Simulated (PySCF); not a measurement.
Isomers of C8H13OP, mass 156.070 u with the commonest isotopes. Method: PBE0/pcSseg-1 in PySCF (dipole) on a GFN2-xTB geometry, gas phase. One conformer each, none proved a minimum here; rigid rotors.

Problem. Order these by rotational constant C, largest first.
A. `[CH3:1][C:2]#[C:3][P@@:4]1(=[O:5])[CH2:6][CH2:7][C@H:8]([CH3:9])[CH2:10]1` with C3–P4–C6–C7 98°, P4–C6–C7–C8 35°, C6–C7–C8–C9 69°, C7–C8–C10–P4 41°
B. `[CH3:1][CH:2]([CH3:3])[P:4]([CH3:5])[c:6]1[cH:7][cH:8][cH:9][o:10]1` with C1–C2–P4–C5 -73°, C2–P4–C6–C7 -129°
C. `[CH2:1]=[C:2]([CH3:3])[P:4]([C:5]([CH3:6])=[O:7])[CH:8]1[CH2:9][CH2:10]1` with C1–C2–P4–C5 118°, C2–P4–C5–C6 -67°, C2–P4–C8–C9 136°
D. `[CH3:1][C:2]1=[CH:3][P@:4](=[O:5])([CH:6]2[CH2:7][CH2:8]2)[CH2:9][CH2:10]1` with C3–P4–C6–C7 100°, C2–C3–P4–O5 -134°, P4–C6–C7–C8 106°, C3–P4–C9–C10 20°, P4–C9–C10–C2 -24°
E. `[CH3:1][C:2]#[C:3][P:4]([CH2:5][CH3:6])[CH2:7][C:8]([CH3:9])=[O:10]` with C3–P4–C5–C6 -52°, C3–P4–C7–C8 162°, P4–C7–C8–C9 72°
F. `[CH:1]#[C:2][P@@:3](=[O:4])([CH:5]=[CH2:6])[C:7]([CH3:8])([CH3:9])[CH3:10]` with C2–P3–C5–C6 -132°

Solution. F (864.7 MHz), C (743.6 MHz), D (725.2 MHz), B (701.0 MHz), A (616.2 MHz), E (547.9 MHz).

Problem. Order these by rotational constant A, smallest first.
A. `[CH2:1]=[CH:2][C:3]1=[C:4]([CH3:5])[P@:6]([CH3:7])(=[O:8])[CH2:9][CH2:10]1` with C1–C2–C3–C4 -171°, C3–C4–P6–C7 -96°, C4–P6–C9–C10 -21°, P6–C9–C10–C3 24°, C2–C3–C10–C9 165°
B. `[CH3:1][C:2]#[C:3][P@@:4]1(=[O:5])[CH2:6][CH2:7][C@H:8]([CH3:9])[CH2:10]1` with C3–P4–C6–C7 98°, P4–C6–C7–C8 35°, C6–C7–C8–C9 69°, C7–C8–C10–P4 41°
C. `[CH3:1][CH:2]([CH3:3])[P:4]([CH3:5])[c:6]1[cH:7][cH:8][cH:9][o:10]1` with C1–C2–P4–C5 -73°, C2–P4–C6–C7 -129°
D. `[CH3:1][C:2]#[C:3][P:4]([CH2:5][CH3:6])[CH2:7][C:8]([CH3:9])=[O:10]` with C3–P4–C5–C6 -52°, C3–P4–C7–C8 162°, P4–C7–C8–C9 72°
E. `[CH:1]#[C:2][P@@:3](=[O:4])([CH:5]=[CH2:6])[C:7]([CH3:8])([CH3:9])[CH3:10]` with C2–P3–C5–C6 -132°
F. `[CH2:1]=[C:2]([CH3:3])[P:4]([C:5]([CH3:6])=[O:7])[CH:8]1[CH2:9][CH2:10]1` with C1–C2–P4–C5 118°, C2–P4–C5–C6 -67°, C2–P4–C8–C9 136°

Solution. E (1281 MHz), F (1378 MHz), D (1929 MHz), A (1982 MHz), C (2038 MHz), B (2246 MHz).

Problem. Order these by out-of-plane moment Σ m c² = (Ia + Ib − Ic)/2, largest first.
A. `[CH3:1][C:2]#[C:3][P:4]([CH2:5][CH3:6])[CH2:7][C:8]([CH3:9])=[O:10]` with C3–P4–C5–C6 -52°, C3–P4–C7–C8 162°, P4–C7–C8–C9 72°
B. `[CH2:1]=[C:2]([CH3:3])[P:4]([C:5]([CH3:6])=[O:7])[CH:8]1[CH2:9][CH2:10]1` with C1–C2–P4–C5 118°, C2–P4–C5–C6 -67°, C2–P4–C8–C9 136°
C. `[CH3:1][C:2]1=[CH:3][P@:4](=[O:5])([CH:6]2[CH2:7][CH2:8]2)[CH2:9][CH2:10]1` with C3–P4–C6–C7 100°, C2–C3–P4–O5 -134°, P4–C6–C7–C8 106°, C3–P4–C9–C10 20°, P4–C9–C10–C2 -24°
D. `[CH:1]#[C:2][P@@:3](=[O:4])([CH:5]=[CH2:6])[C:7]([CH3:8])([CH3:9])[CH3:10]` with C2–P3–C5–C6 -132°
E. `[CH3:1][C:2]#[C:3][P@@:4]1(=[O:5])[CH2:6][CH2:7][C@H:8]([CH3:9])[CH2:10]1` with C3–P4–C6–C7 98°, P4–C6–C7–C8 35°, C6–C7–C8–C9 69°, C7–C8–C10–P4 41°
F. `[CH3:1][CH:2]([CH3:3])[P:4]([CH3:5])[c:6]1[cH:7][cH:8][cH:9][o:10]1` with C1–C2–P4–C5 -73°, C2–P4–C6–C7 -129°
G. `[CH2:1]=[CH:2][C:3]1=[C:4]([CH3:5])[P@:6]([CH3:7])(=[O:8])[CH2:9][CH2:10]1` with C1–C2–C3–C4 -171°, C3–C4–P6–C7 -96°, C4–P6–C9–C10 -21°, P6–C9–C10–C3 24°, C2–C3–C10–C9 165°

Solution. D (126.17 u·Å²), C (102.75 u·Å²), B (90.13 u·Å²), A (87.56 u·Å²), F (84.11 u·Å²), E (80.97 u·Å²), G (70.29 u·Å²).

```tsv
SMILES	point group	Ia (u·Å²)	Ib (u·Å²)	Ic (u·Å²)	κ	μa (D)	μb (D)	μc (D)
CC#CP(CC)CC(C)=O	C1	262.02	835.55	922.45	-0.92	2.32	1.29	0.10
C=C(C)P(C(C)=O)C1CC1	C1	366.86	493.04	679.63	-0.11	0.65	2.04	0.05
CC(C)P(C)c1ccco1	C1	247.95	641.17	720.90	-0.87	0.55	0.29	0.91
C#C[P@@](=O)(C=C)C(C)(C)C	C1	394.65	442.13	584.43	0.34	0.94	0.36	3.60
CC#C[P@@]1(=O)CC[C@H](C)C1	C1	224.97	757.18	820.20	-0.94	1.10	4.55	0.50
C=CC1=C(C)[P@](C)(=O)CC1	C1	255.02	610.96	725.40	-0.80	3.31	1.11	2.59
CC1=C[P@](=O)(C2CC2)CC1	C1	226.64	675.73	696.86	-0.97	2.65	2.23	3.19
```
